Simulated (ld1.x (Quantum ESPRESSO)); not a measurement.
erbium: TM pseudisation with PW91, non-relativistic reference atom.

```
Element                 : erbium (Er)
Generator               : ld1.x (Quantum ESPRESSO) 7.5
Type                    : norm-conserving Troullier–Martins (Kleinman–Bylander form)
Functional              : PW91
Relativity              : non-relativistic
Frozen core             : [Kr] 4d10 4f11
Valence charge          : 11
Reference configuration : 5s2 5p6 5d1 6s0 6p0 (charge +2)
Partial waves           : 5p (bound): rc 2.20 bohr; 5d (bound): rc 2.15 bohr; 5s (bound): rc 1.50 bohr
Local potential         : the s channel
Core correction         : Bessel-smoothed model core inside 1.35 bohr
```

**Question.** Estimate the cutoffs (Ry, on a coarse ladder) from which the occupation-weighted sum of valence levels, in a spherical-Bessel basis at the reference potential, stays within 10 and 1 mRy of its value at 400 Ry.

**Answer.** 60 Ry and 110 Ry.

**Question.** What does a ghost test show?

**Answer.** Ghost state, extra bound levels that the all-electron valence spectrum of the same l lacks: p at -108.3 eV. A true bound ghost makes a file unfit for plane-wave use.

**Question.** Which valence shell sets the plane-wave cutoff?

**Answer.** 5s: its level needs 100 Ry to come within 1 mRy, against 35 Ry for 5p.

**Question.** Tests: 5s2 5p6 5d1 6s2 6p0; 5s2 5p6 5d1 6s1 6p0; 5s2 5p6 5d0 6s0 6p0; 5s2 5p6 5d1 6s1 6p1; 5s2 5p5 5d1 6s2 6p0; 5s2 5p6 5d1 6s1.5 6p0; 5s2 5p6 5d1 6s0 6p1. Which has the largest error in its energy relative to the reference configuration, and how large is it?

**Answer.** 5s2 5p5 5d1 6s2 6p0, with +147 meV (all-electron minus pseudo) on +15.68 eV.
